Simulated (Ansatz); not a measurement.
Ideal-gas functions of CH4OSe, SMILES `OC[SeH]` at 800 K and 1 bar, from an Ansatz frequency run at PBE0-D4/def2-TZVP.

Molar mass 111.0 g/mol, point group C1 (symmetry number 1), electronic degeneracy 1, moments of inertia 15.21, 139.662, 146.441 u Å². Harmonic wavenumbers (cm⁻¹, unscaled): 168, 275, 361, 591, 715, 942, 1101, 1192, 1292, 1388, 1480, 2439, 3068, 3154, 3853.

Use S(trans) = R[1.5 ln M + 2.5 ln T − 1.1517]; rotational temperatures θ = 24.2544 K / I; S(rot) = R[ln(√π/σ · √(T³/θAθBθC)) + 1.5]; for each mode x = 1.438777 ν̃/T, S = R[x/(eˣ − 1) − ln(1 − e⁻ˣ)] and H = RT x/(eˣ − 1); 1 cm⁻¹ = 0.0119627 kJ/mol; R = 8.31446 J/(mol·K).

By hand: the entropy, in J/(mol·K).

Translation 188.1. Rotation: θ = 1.5946, 0.1737, 0.1656 K, giving 113.4. Vibration, mode by mode: 18.30, 14.25, 12.05, 8.19, 6.77, 4.86, 3.87, 3.40, 2.95, 2.58, 2.26, 0.56, 0.22, 0.19, 0.06, in all 80.5. Electronic 0.0. Sum 382.0 J/(mol·K).

By hand: H − E and G − E in kJ/mol, counted from the electronic energy.

Zero-point energy ½ × 22019 × 0.0119627 = 131.7; thermal vibration 34.3; translation, rotation and pV give 4 RT = 26.6. H − E = 192.6 kJ/mol, and G − E = 192.6 − 800 × 382.0/1000 = -113.0 kJ/mol.

Vibration gives 21 % of the entropy. The sum counts one conformer and one mirror image; others add a mixing term.
